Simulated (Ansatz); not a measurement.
Ideal-gas functions of `FB(Cl)Br` at 400 K and 1 bar, from an Ansatz frequency run at PBE0-D4/def2-TZVP.

Molar mass 145.17 g/mol, point group Cs (symmetry number 1), electronic degeneracy 1, moments of inertia 77.025, 265.273, 342.298 u Å². Harmonic wavenumbers (cm⁻¹, unscaled): 219, 323, 498, 499, 951, 1342.

Use S(trans) = R[1.5 ln M + 2.5 ln T − 1.1517]; rotational temperatures θ = 24.2544 K / I; S(rot) = R[ln(√π/σ · √(T³/θAθBθC)) + 1.5]; for each mode x = 1.438777 ν̃/T, S = R[x/(eˣ − 1) − ln(1 − e⁻ˣ)] and H = RT x/(eˣ − 1); 1 cm⁻¹ = 0.0119627 kJ/mol; R = 8.31446 J/(mol·K).

By hand: the entropy, in J/(mol·K).

Translation 177.0. Rotation: θ = 0.3149, 0.0914, 0.0709 K, giving 117.7. Vibration, mode by mode: 10.51, 7.52, 4.50, 4.48, 1.24, 0.39, in all 28.6. Electronic 0.0. Sum 323.3 J/(mol·K).

By hand: H − E and G − E in kJ/mol, counted from the electronic energy.

Zero-point energy ½ × 3832 × 0.0119627 = 22.9; thermal vibration 6.8; translation, rotation and pV give 4 RT = 13.3. H − E = 43.0 kJ/mol, and G − E = 43.0 − 400 × 323.3/1000 = -86.3 kJ/mol.

Vibration gives 9 % of the entropy.
